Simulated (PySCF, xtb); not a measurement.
Te(NH2)(OSiH3) (H5NOSiTe), SMILES N[Te]O[SiH3].

xtb with GFN2-xTB at its own geometry gives an orbital gap of 3.42 eV and a dipole moment of 3.28 D.

The structure is a stationary point at PBE0-D3(BJ)/def2-SVP. The structure was generated by enumeration, and PubChem lists no compound with its InChIKey, so it may never have been made. The def2 effective core potentials stand for the cores of Te; spin–orbit coupling is left out. Other conformers were not sampled.

### Question
What does PBE/def2-TZVP (PySCF) give? (Estimate from the structure and the level; the computed values follow.)

### Answer
gap 2.75 eV (levels -5.12 and -2.37 eV), dipole 1.44 D.
